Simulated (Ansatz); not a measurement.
Ansatz (an electronic-structure program) input (B3LYP-D3(BJ)/def2-TZVP):

Ansatz 0.2 input:
```yaml
crystal:
  periodic: [false, false, false]
  atoms:
    - {symbol: Zr, position_ang: [-0.23325915, -0.66638210, -0.44034343]}
    - {symbol: Cl, position_ang: [1.94156486, -0.10749555, -0.36719942]}
    - {symbol: Cl, position_ang: [-0.61532883, -0.57899876, 1.77196691]}
    - {symbol: Cl, position_ang: [-1.02648924, 1.37578772, -0.93822053]}
basis:
  gaussian:
    orbitals: def2-TZVP
hamiltonian:
  xc: b3lyp
  dispersion: d3bj
total_charge: 1
relax: {f_tol: 0.002, max_steps: 150}
```

End of the output:

```
reference -38849.16110740 eV, -1427.6803377898 hartree; 31, 31 occupied and 120, 120 virtual orbitals, 1144 factors
relax step   3: F+E_penalty+E_count = -38849.45360385 eV  Δ(F+E_penalty+E_count) = +1.951e-5 eV  max|allowed force component| = 4.175e-1 eV/Å  Δτ_max = 0.2000 Å  (34 SCF iters, rejected (line search))
these checks for a lower state are left out or cut short: starts, cluster_reference, orbital_swaps, neighbouring_geometries, increment
integrals: 0.09 GiB planned
1144 factors; their error is unknown
mean field: 0.73 GiB planned
mean field -38849.18625664 eV, -1427.6812620073 hartree, gradient 1.7e-5 eV, S^2 0.000000; 0 other end points of the search recorded, 0 dependent functions left out
the calculation of the forces begins
reference -38849.18653994 eV, -1427.6812724185 hartree; 31, 31 occupied and 120, 120 virtual orbitals, 1144 factors
relax step   4: F+E_penalty+E_count = -38849.48605630 eV  Δ(F+E_penalty+E_count) = -3.243e-2 eV  max|allowed force component| = 1.718e-2 eV/Å  Δτ_max = 0.0591 Å  (32 SCF iters, accepted)
these checks for a lower state are left out or cut short: starts, cluster_reference, orbital_swaps, neighbouring_geometries, increment
integrals: 0.09 GiB planned
1144 factors; their error is unknown
mean field: 0.73 GiB planned
mean field -38849.18704184 eV, -1427.6812908628 hartree, gradient 6.2e-5 eV, S^2 0.000000; 0 other end points of the search recorded, 0 dependent functions left out
the calculation of the forces begins
reference -38849.18732521 eV, -1427.6813012763 hartree; 31, 31 occupied and 120, 120 virtual orbitals, 1144 factors
relax step   5: F+E_penalty+E_count = -38849.48619326 eV  Δ(F+E_penalty+E_count) = -1.370e-4 eV  max|allowed force component| = 1.174e-3 eV/Å  Δτ_max = 0.0071 Å  (30 SCF iters, accepted)
integrals: 0.09 GiB planned
1144 factors; their error is unknown
mean field: 0.73 GiB planned
mean field -38849.18704184 eV, -1427.6812908628 hartree, gradient 6.2e-5 eV, S^2 0.000000; 1 other end points of the search recorded, 0 dependent functions left out
the calculation of the forces begins
reference -38849.18732521 eV, -1427.6813012763 hartree; 31, 31 occupied and 120, 120 virtual orbitals, 1144 factors
Total energy: -38849.48647663 eV, -1427.6922948883 hartree
Atom 0 at    -0.156069    -0.458588    -0.302151 Å, force     0.000007     0.000184     0.000135 eV/Å
Atom 1 at     2.093478    -0.209285    -0.463644 Å, force     0.001174    -0.000264    -0.000369 eV/Å
Atom 2 at    -0.710011    -0.726378     1.881918 Å, force    -0.000460    -0.000581     0.000977 eV/Å
Atom 3 at    -1.160911     1.417162    -1.089919 Å, force    -0.000722     0.000661    -0.000743 eV/Å
Dipole moment:    -0.261088    -0.702085    -0.466790 e Å
```

The spin state was set by rule; other spins were not relaxed.
